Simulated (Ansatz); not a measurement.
`[SiH3][SnH]([Cl])[Cl]` + `C[O][GeH2][CH3]` → `C[O][GeH]([CH3])[SiH3]` + `[Cl][SnH2][Cl]`  (formal exchange of groups at the Si–Sn bond)

Calculated with Ansatz (gas phase, PBE0-D4/def2-TZVP geometries, no zero-point term in ΔE). CBS: MP2 limit from def2 TZ/QZ plus the TZ coupled-cluster correction, frozen cores. Functionals use def2-TZVPP. def2 core potentials past Kr. For Ge, Sn outer-core shells are correlated without core-valence functions, which leaves a few kJ/mol of doubt a bond. Scalar relativity is left out up to krypton. Each species was taken in one conformer, which may not be the lowest.

`[SiH3][SnH]([Cl])[Cl]`:

```xyz
8

Si    0.133    1.331   -0.437
Sn    0.098   -1.066    0.464
Cl   -0.136   -2.502   -1.358
Cl   -1.850   -1.319    1.720
H     1.321    1.488   -1.312
H     0.205    2.265    0.712
H    -1.121    1.526   -1.203
H     1.350   -1.722    1.413
```

`C[O][GeH2][CH3]`:

```xyz
12

C    -0.343   -2.121    0.229
O    -0.351   -0.882   -0.431
Ge    0.276    0.544    0.437
C     0.097    2.011   -0.814
H    -0.758   -2.873   -0.447
H    -0.956   -2.110    1.141
H     0.672   -2.437    0.506
H    -0.565    0.734    1.720
H     1.744    0.259    0.832
H    -0.951    2.135   -1.088
H     0.459    2.940   -0.371
H     0.675    1.800   -1.714
```

`C[O][GeH]([CH3])[SiH3]`:

Z-matrix (Å, degrees):
```
C
O 1 1.403
H 1 1.099 2 112.4
H 1 1.099 2 112.2 3 121.9
H 1 1.093 2 108.2 3 -119.0
Ge 2 1.791 1 118.6 3 -63.8
Si 6 2.395 2 109.4 1 65.8
C 6 1.943 2 104.0 1 -172.4
H 6 1.551 2 107.1 1 -54.0
H 7 1.488 6 111.2 2 -58.4
H 7 1.489 6 109.6 2 -178.1
H 7 1.487 6 110.2 2 62.3
H 8 1.091 6 110.6 2 178.0
H 8 1.091 6 109.4 2 57.9
H 8 1.090 6 109.9 2 -61.7
```

`[Cl][SnH2][Cl]`:

Z-matrix (Å, degrees):
```
Sn
Cl 1 2.316
Cl 1 2.316 2 106.5
H 1 1.695 2 107.8 3 -115.4
H 1 1.695 2 107.8 3 115.4
```

```json
{"level": "PBE0-D4", "ΔE (kJ/mol)": "22.4"}
{"level": "ωB97M-V", "ΔE (kJ/mol)": "23.1"}
{"level": "PBE", "ΔE (kJ/mol)": "23.0"}
{"level": "CCSD(T)/def2-TZVPP", "ΔE (kJ/mol)": "20.6"}
```

Task: What does CCSD(T)/CBS give? (An estimate is asked.)

Result: Computed: +25.7 kJ/mol. The listed levels differ from it by -3.3, -2.6, -2.7, -5.1 kJ/mol.

Largest T1 diagnostic among the species: 0.012.

Leaving LDA and LC-ωPBE aside and taking each functional with its dispersion term where it has one, the values, not all of them listed here, spread over 7.8 kJ/mol, from B97M-V to BHLYP-D4.
